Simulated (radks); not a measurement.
Dispersion coefficients C6 (hartree bohr^6) between ground-configuration atoms and ions, from the Casimir-Polder integral (3/pi) of alpha_A(iw) alpha_B(iw). All-electron calculation, non-relativistic Kohn-Sham, LDA (Slater exchange, Perdew-Wang correlation), spin-polarised, spherical densities, point nucleus; open shells are filled with parallel spins first (spin-orbit coupling, left out, can overturn this in heavy ions). Program: a radial shooting solver on a logarithmic mesh with Libxc functionals. Response by self-consistent Sternheimer equations with the Hartree and adiabatic LDA kernel. For heavy and open-shell atoms this level of theory can miss by tens of per cent.

\begin{tabular}{lrrrrrrr}
C6 & Mn3+ & V3+ & Mo & Tc & H & Li2+ & P2+ \\ \hline
Mn3+ & 5.122 &  &  &  &  &  &  \\
V3+ & 5.474 & 5.864 &  &  &  &  &  \\
Mo & 44.59 & 48.96 & 801.3 &  &  &  &  \\
Tc & 48.11 & 52.85 & 880.8 & 968.7 &  &  &  \\
H & 5.444 & 5.981 & 85.70 & 94.02 & 9.820 &  &  \\
Li2+ & 0.2192 & 0.2308 & 1.541 & 1.652 & 0.1873 & 0.01026 &  \\
P2+ & 11.06 & 12.08 & 148.5 & 162.3 & 17.57 & 0.4008 & 32.52 \\
\end{tabular}

Static polarisabilities (bohr^3): Mn3+ ([Ar] 3d4) 2.047, V3+ ([Ar] 3d2) 2.280, Mo ([Kr] 4d5 5s1) 77.23, Tc ([Kr] 4d5 5s2) 84.82, H (1s1) 6.060, Li2+ (1s1) 0.06142, P2+ ([Ne] 3s2 3p1) 9.098. The combination rule 2 Ca Cb / ((alpha_b/alpha_a) Ca + (alpha_a/alpha_b) Cb) gives 92.06 for Tc-H, against 94.02 from the integral.
